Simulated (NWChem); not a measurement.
# Correlation energy of BeO

```
Be
O 1 1.3594
```
Charge 0, spin multiplicity 1.

Program: NWChem. Structure: optimised with PBE/def2-SVP, a minimum by its harmonic frequencies.

Basis set: cc-pVDZ. Each correlation energy counts from its own Hartree-Fock reference.

```json
[
 {"method": "MP2", "correlation energy (mHa)": "-246.0", "difference from CCSD(T)": "+4.9"},
 {"method": "SCS-MP2", "correlation energy (mHa)": "-236.6", "difference from CCSD(T)": "+14.4"},
 {"method": "CR-CCSD[T]", "correlation energy (mHa)": "-253.2", "difference from CCSD(T)": "-2.3"},
 {"method": "CR-CCSD(T)", "correlation energy (mHa)": "-249.0", "difference from CCSD(T)": "+1.9"},
 {"method": "CCSD", "correlation energy (mHa)": "-239.7", "difference from CCSD(T)": "+11.2"},
 {"method": "CCSD+T(CCSD)", "correlation energy (mHa)": "-256.5", "difference from CCSD(T)": "-5.5"},
 {"method": "CCSD(T)", "correlation energy (mHa)": "-250.9", "difference from CCSD(T)": "0.0"},
 {"method": "CCSDT", "correlation energy (mHa)": "-252.0", "difference from CCSD(T)": "-1.1"}
]
```

The values span 19.9 mHa, from CCSD+T(CCSD) (lowest) to SCS-MP2 (highest). 

The correlated methods keep 2 core orbitals frozen. The structure started from a generated list of species. No row is a measurement; the coupled-cluster row has its own basis-set and correlation limits.
